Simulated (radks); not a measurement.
All-electron atom: the rubidium ion Rb+ in [Kr]. Calculated with a radial shooting solver on a logarithmic mesh with Libxc functionals: scalar-relativistic Kohn-Sham, PBEsol, spin-unpolarised, spherical densities, finite nucleus; Fermi nuclear charge, rms radius 4.2036 fm. Some entries of the table are withheld. Estimate them.

| orbital | occ. | eigenvalue (eV) | <r> (bohr) |
|---|---|---|---|
| 1s | 2 | -15028.52 | 0.04031 |
| 2s | 2 | -2012.633 | 0.1779 |
| 2p | 6 | -1785.289 | (1) |
| 3s | 2 | -303.2997 | 0.5110 |
| 3p | 6 | -230.4038 | 0.5191 |
| 3d | 10 | -109.7393 | 0.5255 |
| 4s | 2 | (2) | 1.453 |
| 4p | 6 | -21.6417 | (3) |

Answer. 
(1) 2p <r> (bohr): 0.1552
(2) 4s eigenvalue (eV): -37.6194
(3) 4p <r> (bohr): 1.713
